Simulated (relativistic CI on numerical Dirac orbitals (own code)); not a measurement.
**Fe+: calculation against measurement**

Calculated at this level of theory: Dirac-Coulomb-Breit CI, orbitals from a KLI potential per configuration, model QED (radiative potential, 1s self-energy scaled to tabulated hydrogen-like ionisation energies), valence Slater integrals scaled by 0.85, P86 correlation estimate, and configurations built on the next ion tied to the tabulated ionisation energy (semi-empirical) (own radial code, finite nucleus).

Configurations in the expansion (outside the closed core [Ar]): 3d⁶4s, 3d⁷, 3d⁵4s², 3d⁶4p, 3d⁵4s4p, 3d⁶4d, 3d⁶5s, 3d⁶4f, 3d⁶5p, 3d⁶6s, 3d⁴4s4p², 3d⁶5d, 3d⁵4p², 3d⁶6p, 3d⁶5g, 3d⁶5f, 3d⁶6d, 3d⁶6g, 3d⁵4s5p, 3d⁴4s²4p, 3d⁵4s5s, 3d⁵4s6s, 3d⁵4s4d, 3d⁵4s5d. Levels of other configurations are missing.

| Configuration | Term (tabulated) | J | Measured (cm⁻¹) | Computed | Error | Purity (%) |
| --- | --- | --- | --- | --- | --- | --- |
| 3d⁶4s | a 6D | 9/2 | 0.0 | 0 | 0 | 99 |
| 3d⁶4s | a 6D | 7/2 | 384.8 | 365 | -20 | 99 |
| 3d⁶4s | a 6D | 5/2 | 667.7 | 635 | -32 | 99 |
| 3d⁶4s | a 6D | 3/2 | 862.6 | 822 | -41 | 99 |
| 3d⁶4s | a 6D | 1/2 | 977.1 | 932 | -45 | 99 |
| 3d⁷ | a 4F | 9/2 | 1872.6 | 11760 | 9888 | 98 |
| 3d⁷ | a 4F | 7/2 | 2430.1 | 12268 | 9838 | 98 |
| 3d⁷ | a 4F | 5/2 | 2837.9 | 12642 | 9804 | 98 |
| 3d⁷ | a 4F | 3/2 | 3117.5 | 12899 | 9782 | 98 |
| 3d⁶4s | a 4D | 7/2 | 7955.3 | 8375 | 420 | 98 |
| 3d⁶4s | a 4D | 5/2 | 8391.9 | 8793 | 401 | 98 |
| 3d⁶4s | a 4D | 3/2 | 8680.5 | 9071 | 391 | 98 |
| 3d⁶4s | a 4D | 1/2 | 8846.8 | 9232 | 386 | 98 |
| 3d⁷ | a 4P | 5/2 | 13474.4 | 25187 | 11713 | 79 |
| 3d⁷ | a 4P | 3/2 | 13673.2 | 25547 | 11874 | 71 |
| 3d⁷ | a 4P | 1/2 | 13904.8 | 25842 | 11937 | 67 |
| 3d⁷ | a 2G | 9/2 | 15844.6 | 25561 | 9716 | 82 |
| 3d⁷ | a 2G | 7/2 | 16369.4 | 26015 | 9646 | 91 |
| 3d⁷ | a 2P | 3/2 | 18360.6 | 30572 | 12212 | 61 |
| 3d⁷ | a 2P | 1/2 | 18886.8 | 31298 | 12412 | 80 |
| 3d⁷ | a 2H | 11/2 | 20340.3 | 30150 | 9810 | 97 |
| 3d⁶4s | b 4P | 5/2 | 20830.6 | 21400 | 570 | 81 |
| 3d⁶4s | a 4H | 13/2 | 21251.6 | 20324 | -927 | 99 |
| 3d⁶4s | a 4H | 11/2 | 21430.4 | 20501 | -929 | 99 |
| 3d⁶4s | a 4H | 9/2 | 21581.6 | 20650 | -931 | 98 |
| 3d⁶4s | a 4H | 7/2 | 21711.9 | 20773 | -939 | 98 |
| 3d⁶4s | b 4P | 3/2 | 21812.1 | 22169 | 357 | 73 |
| 3d⁶4s | b 4P | 1/2 | 22409.9 | 22629 | 219 | 69 |
| 3d⁶4s | b 4F | 9/2 | 22637.2 | 23108 | 470 | 95 |
| 3d⁶4s | b 4F | 7/2 | 22810.4 | 23276 | 466 | 95 |
| 3d⁶4s | b 4F | 5/2 | 22939.4 | 23413 | 473 | 96 |
| 3d⁶4s | b 4F | 3/2 | 23031.3 | 23514 | 483 | 98 |
| 3d⁵4s² | a 6S | 5/2 | 23317.6 | 20183 | -3135 | 95 |
| 3d⁶4s | a 4G | 11/2 | 25428.8 | 25006 | -423 | 60 |
| 3d⁶4s | b 2P | 3/2 | 25787.6 | 26798 | 1011 | 84 |
| 3d⁶4s | a 4G | 9/2 | 25805.3 | 25418 | -387 | 63 |
| 3d⁶4s | a 4G | 7/2 | 25981.6 | 25653 | -329 | 93 |
| 3d⁶4s | a 4G | 5/2 | 26055.4 | 25737 | -319 | 96 |
| 3d⁶4s | b 2H | 11/2 | 26170.2 | 25505 | -665 | 58 |
| 3d⁶4s | b 2P | 1/2 | 26932.7 | 27815 | 882 | 80 |
| 3d⁶4s | a 2F | 7/2 | 27314.9 | 28018 | 704 | 93 |
| 3d⁶4s | a 2F | 5/2 | 27620.4 | 28300 | 679 | 96 |
| 3d⁶4s | b 2G | 7/2 | 30764.5 | 30956 | 192 | 91 |
| 3d⁶4s | b 4D | 3/2 | 31364.4 | 32090 | 725 | 90 |
| 3d⁶4s | b 4D | 1/2 | 31368.5 | 32079 | 711 | 97 |
| 3d⁶4s | b 4D | 5/2 | 31387.9 | 32100 | 712 | 98 |
| 3d⁶4s | b 4D | 7/2 | 31483.2 | 32180 | 697 | 99 |
| 3d⁷ | b 2F | 5/2 | 31811.8 | 42369 | 10557 | 84 |
| 3d⁷ | b 2F | 7/2 | 31999.0 | 42525 | 10526 | 83 |
| 3d⁶4s | a 2I | 13/2 | 32875.6 | 31436 | -1439 | 99 |
| 3d⁶4s | a 2I | 11/2 | 32909.9 | 31473 | -1436 | 99 |
| 3d⁶4s | c 2G | 9/2 | 33466.5 | 33045 | -422 | 98 |
| 3d⁶4s | c 2G | 7/2 | 33501.3 | 33074 | -427 | 97 |
| 3d⁶4s | b 2D | 3/2 | 36126.4 | 37372 | 1246 | 92 |
| 3d⁶4s | b 2D | 5/2 | 36252.9 | 37338 | 1085 | 95 |
| 3d⁶4s | a 2S | 1/2 | 37227.3 | 37759 | 532 | 98 |
| 3d⁶4s | c 2D | 5/2 | 38164.2 | 40430 | 2266 | 95 |
| 3d⁶4s | c 2D | 3/2 | 38214.5 | 40430 | 2216 | 96 |
| 3d⁶4p | z 6D° | 9/2 | 38459.0 | 40765 | 2306 | 99 |
| 3d⁶4p | z 6D° | 7/2 | 38660.0 | 40972 | 2312 | 98 |
| 3d⁶4p | z 6D° | 5/2 | 38859.0 | 41170 | 2311 | 98 |
| 3d⁶4p | z 6D° | 3/2 | 39013.2 | 41323 | 2309 | 99 |
| 3d⁶4p | z 6D° | 1/2 | 39109.3 | 41417 | 2308 | 99 |
| 3d⁶4p | z 6F° | 11/2 | 41968.0 | 44225 | 2257 | 99 |
| 3d⁶4p | z 6F° | 9/2 | 42114.8 | 44403 | 2288 | 98 |
| 3d⁶4p | z 6F° | 7/2 | 42237.0 | 44550 | 2313 | 94 |
| 3d⁶4p | z 6F° | 5/2 | 42334.8 | 44646 | 2311 | 97 |
| 3d⁶4p | z 6F° | 3/2 | 42401.3 | 44719 | 2318 | 99 |
| 3d⁶4p | z 6F° | 1/2 | 42439.8 | 44761 | 2321 | 99 |
| 3d⁶4p | z 6P° | 7/2 | 42658.2 | 44392 | 1734 | 88 |

Measured levels from NIST Handbook of Basic Atomic Spectroscopic Data (Sansonetti and Martin, J. Phys. Chem. Ref. Data 34, 1559 (2005)); pairs were made by configuration, J and term (by order where the table uses no LS term), so strongly mixed levels may be paired wrongly.

Mean error by configuration (cm⁻¹): 3d⁶4s 204; 3d⁷ 10694; 3d⁵4s² -3135; 3d⁶4p 2257. Over the excited levels the mean absolute error is 3014 cm⁻¹ (127 of the 132 excited levels that our extract of the source holds in range could be paired, and the others can miss by more), and the median relative error of those above 1,000 cm⁻¹ is 4.4 %.

Transition probabilities of persistent lines. The last column rescales the computed rate by the cube of measured over computed energy:

| λ measured (Å) | Lower | Upper | A tabulated (s⁻¹) | A computed | A rescaled |
| --- | --- | --- | --- | --- | --- |
| 2343.50 air | 3d⁶4s a 6D9/2 | 3d⁶4p z 6P°7/2 | 1.73e+08 | 2.03e+08 | 1.80e+08 |
| 2382.04 air | 3d⁶4s a 6D9/2 | 3d⁶4p z 6F°11/2 | 3.13e+08 | 4.51e+08 | 3.85e+08 |
| 2395.63 air | 3d⁶4s a 6D7/2 | 3d⁶4p z 6F°9/2 | 2.67e+08 | 3.86e+08 | 3.29e+08 |
| 2404.89 air | 3d⁶4s a 6D5/2 | 3d⁶4p z 6F°7/2 | 2.05e+08 | 3.34e+08 | 2.83e+08 |
| 2493.26 air | 3d⁶4s a 4H13/2 | 3d⁶4p z 4I°15/2 | 3.40e+08 | 4.13e+08 | 3.54e+08 |
| 2585.88 air | 3d⁶4s a 6D9/2 | 3d⁶4p z 6D°7/2 | 8.61e+07 | 1.23e+08 | 1.04e+08 |
| 2598.37 air | 3d⁶4s a 6D7/2 | 3d⁶4p z 6D°5/2 | 1.42e+08 | 2.00e+08 | 1.68e+08 |
| 2599.40 air | 3d⁶4s a 6D9/2 | 3d⁶4p z 6D°9/2 | 2.36e+08 | 3.36e+08 | 2.82e+08 |
| 2607.09 air | 3d⁶4s a 6D5/2 | 3d⁶4p z 6D°3/2 | 1.74e+08 | 2.55e+08 | 2.13e+08 |
| 2611.87 air | 3d⁶4s a 6D7/2 | 3d⁶4p z 6D°7/2 | 1.23e+08 | 1.71e+08 | 1.43e+08 |
| 2739.55 air | 3d⁶4s a 4D7/2 | 3d⁶4p z 4D°7/2 | 1.90e+08 | 3.22e+08 | 2.62e+08 |
| 2749.32 air | 3d⁶4s a 4D5/2 | 3d⁶4p z 4F°7/2 | 2.10e+08 | 3.14e+08 | 2.56e+08 |
| 2755.74 air | 3d⁶4s a 4D7/2 | 3d⁶4p z 4F°9/2 | 2.10e+08 | 3.22e+08 | 2.63e+08 |
